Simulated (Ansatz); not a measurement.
`O=CS[SiH3]`. Total charge 0; spin multiplicity 1. The structure was optimised at the PBE0-D4/def2-TZVP level. It is one conformer, not always the lowest.

```xyz
8

O     1.476   -1.035    0.022
C     0.425   -1.599   -0.100
S    -1.148   -0.800   -0.148
Si   -0.362    1.203    0.072
H     0.338   -2.695   -0.196
H     0.515    1.540   -1.070
H     0.339    1.340    1.367
H    -1.583    2.045    0.054
```

Task: What is the dipole moment at ωB97M-V/def2-TZVPP? (Estimate.)

Result: Computed: 1.12 D, with components (-1.10, -0.18, -0.09) D in this frame, pointing from negative to positive charge.

Task: And with PBE, r2SCAN, B3LYP? (An estimate is asked.)

Result: Ansatz gave: PBE 1.03 D, r2SCAN 1.05 D, B3LYP 1.14 D.

Task: Give the Mulliken charges with ωB97M-V, B3LYP, PBE in def2-TZVPP. (An estimate is asked.)

Result: Computed: 
| atom | ωB97M-V | B3LYP | PBE |
| --- | --- | --- | --- |
| O1 | -0.29 | -0.28 | -0.23 |
| C2 | 0.14 | 0.15 | 0.13 |
| S3 | -0.14 | -0.17 | -0.15 |
| Si4 | 0.18 | 0.32 | 0.25 |
| H5 | 0.11 | 0.10 | 0.09 |
| H6 | 0.00 | -0.03 | -0.02 |
| H7 | 0.00 | -0.03 | -0.02 |
| H8 | -0.01 | -0.05 | -0.04 |

B3LYP here is the variant with VWN-RPA as its local correlation; programs differ in this.
